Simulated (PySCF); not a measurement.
## Spinor energies of Dy⁶⁴⁺ (dysprosium, charge +64)

Start: 1s2. Calculated with PySCF 2.14 in an even-tempered Gaussian basis (15 s from 190 bohr⁻², ratio 2.4; 11 p from 250 bohr⁻², ratio 2.4; 3 d from 780 bohr⁻², ratio 2.6; 3 f from 1200 bohr⁻², ratio 2.6): generalised Hartree-Fock with the X2C-1e Hamiltonian and a Gaussian nucleus; one run each with spin-orbit coupling (SO) switched off, then screened by Boettger's factors, then bare.

```
spinor shell  electrons  ε, spin-free (eV)  ε, screened SO (eV)  ε, bare SO (eV)  weight of nominal j (screened SO)  rms radius, screened SO (bohr)
       1s1/2          2           -61874.6             -61874.6         -61874.6                              1.000                          0.0238
```

```csv
quantity,spin-free,screened SO,bare SO
E (hartree),-4594.80375,-4594.80375,-4594.80375
M_J,0,0,0
⟨J²⟩,0.000,0.000,0.000
⟨L²⟩,0.000,0.000,0.000
⟨S²⟩,0.000,0.000,0.000
```

Breit and QED terms are absent; they matter most for the inner s and p1/2 levels.

Densities and radii are taken from the X2C orbitals without a picture-change correction, which distorts them close to the nucleus.

Without spin-orbit coupling the j labels of p, d and f shells carry no meaning; the spin-free column gives the mean over the occupied spinors of each nl shell.
